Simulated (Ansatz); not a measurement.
`B1N[SiH2]1` and `CN1B[SiH2]1` differ in one atom or group.

Ansatz, PBE0-D4/def2-TZVP geometries, multiplicity 1. 

```tsv
property	`B1N[SiH2]1`
HOMO–LUMO gap (B3LYP/def2-TZVPP) / eV	6.35
LUMO energy (PBE0/def2-TZVPP) / eV	-0.32
LUMO energy (B3LYP/def2-TZVPP) / eV	-0.52
ideal-gas entropy at 298 K and 1 bar (rigid rotor, harmonic PBE0-D4/def2-TZVP) / J/(mol·K)	267
HOMO energy (B3LYP/def2-TZVPP) / eV	-6.87
HOMO–LUMO gap (ωB97M-V/def2-TZVPP) / eV	10.71
```

Task: Give the same properties after the change, and the shifts. (An estimate is asked.)

Result: Computed: 
| property | `CN1B[SiH2]1` | shift |
| --- | --- | --- |
| HOMO–LUMO gap (B3LYP/def2-TZVPP) / eV | 6.36 | 0.01 |
| LUMO energy (PBE0/def2-TZVPP) / eV | -0.22 | 0.10 |
| LUMO energy (B3LYP/def2-TZVPP) / eV | -0.42 | 0.10 |
| ideal-gas entropy at 298 K and 1 bar (rigid rotor, harmonic PBE0-D4/def2-TZVP) / J/(mol·K) | 304 | 37 |
| HOMO energy (B3LYP/def2-TZVPP) / eV | -6.78 | 0.09 |
| HOMO–LUMO gap (ωB97M-V/def2-TZVPP) / eV | 10.72 | 0.01 |

The zero-point energy changes by 74.3 kJ/mol with +9 modes.

B3LYP here is the variant with VWN-RPA as its local correlation; programs differ in this.
